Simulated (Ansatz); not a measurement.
A nudged elastic band was laid between two geometries of CH$_{7}$NOSi$_{2}$ (12 atoms, charge 0, multiplicity 1).

These are results of RKS B3LYP-D4/STO-3G (Ansatz 0.2.0), not measurements.

| Quantity | Value |
| --- | --- |
| movable images | 9 |
| climbing image | yes |
| spring | 5.0 eV/Å² |
| optimiser | quadratic models (default) |
| start path | through a guess of the saddle point |
| force threshold | 0.03 eV/Å |
| iteration limit | 60 |
| end points | relaxed |

Image 0:

```xyz
12
Properties=species:S:1:pos:R:3
N -0.665 -0.167 2.382
Si -0.845 -0.539 0.652
C 0.121 0.585 -0.516
O 1.638 0.503 -0.468
Si 0.995 0.038 -2.016
H 0.354 -0.206 2.645
H -0.922 0.839 2.559
H -2.251 -0.417 0.331
H -0.405 -1.901 0.458
H -0.231 1.636 -0.505
H 1.058 -1.362 -2.366
H 1.230 0.936 -3.123
```

Image 10:

```xyz
12
Properties=species:S:1:pos:R:3
N -0.697 0.323 2.270
Si -0.802 -0.407 0.650
C 0.222 0.620 -0.541
O 1.724 0.377 -0.557
Si 0.971 0.000 -2.079
H 0.301 0.311 2.601
H -1.198 -0.283 2.970
H -2.199 -0.397 0.271
H -0.340 -1.785 0.581
H -0.022 1.699 -0.500
H 0.871 -1.395 -2.440
H 1.246 0.881 -3.190
```

(1) What changes between the two ends?

(2) Give the energies along the band, and the barrier.

(3) What is the geometry of the highest image?

(4) What are the harmonic wavenumbers there?

Answers

(1) No bond is made or broken. The height of N1 over the plane of its neighbours goes from 0.44 to -0.44 Å.

(2) The run converged. The highest image is number 6 of 0 to 10, 0.137 eV above the first end and 0.080 eV above the last; the last end lies 0.057 eV above the first. A vibrational analysis at the climbing image gives one clearly imaginary mode, 352i cm⁻¹: a first-order saddle point. Limits of this set-up: minimal basis.

| image | path coordinate (Å) | energy (eV) | height of N1 over the plane of its neighbours (Å) |
| --- | --- | --- | --- |
| 0 | 0.00 | 0.000 | 0.44 |
| 1 | 0.23 | 0.001 | 0.44 |
| 2 | 0.46 | 0.004 | 0.44 |
| 3 | 0.69 | 0.014 | 0.42 |
| 4 | 0.92 | 0.044 | 0.35 |
| 5 | 1.15 | 0.105 | 0.16 |
| 6 | 1.38 | 0.137 | -0.07 |
| 7 | 1.66 | 0.102 | -0.32 |
| 8 | 1.93 | 0.072 | -0.42 |
| 9 | 2.20 | 0.059 | -0.43 |
| 10 | 2.47 | 0.057 | -0.44 |

(3) 
```xyz
12
Properties=species:S:1:pos:R:3:forces:R:3
N -0.623 0.089 2.298 0.00 0.00 -0.01
Si -0.715 -0.467 0.673 0.00 0.00 -0.01
C 0.265 0.600 -0.535 0.00 0.00 0.01
O 1.763 0.358 -0.634 0.00 0.00 0.00
Si 0.933 0.019 -2.125 0.00 0.00 0.00
H 0.223 0.006 2.880 0.00 0.00 0.00
H -1.451 0.358 2.847 0.00 0.00 0.00
H -2.114 -0.435 0.304 0.00 0.00 0.00
H -0.211 -1.821 0.532 0.00 0.00 0.00
H 0.028 1.679 -0.460 0.00 0.00 0.00
H 0.818 -1.366 -2.519 0.00 0.00 0.00
H 1.159 0.924 -3.227 0.00 0.00 0.00
```

(4) 352i, 52, 132, 175, 254, 310, 539, 597, 646, 689, 759, 808, 855, 903, 935, 1006, 1047, 1059, 1092, 1144, 1185, 1376, 1785, 2618, 2626, 2676, 2681, 3291, 3747, 3927 cm⁻¹.

Run time: 4.9 min on 1 thread of Arm Neoverse V1, on a shared host, peak memory 0.11 GiB.
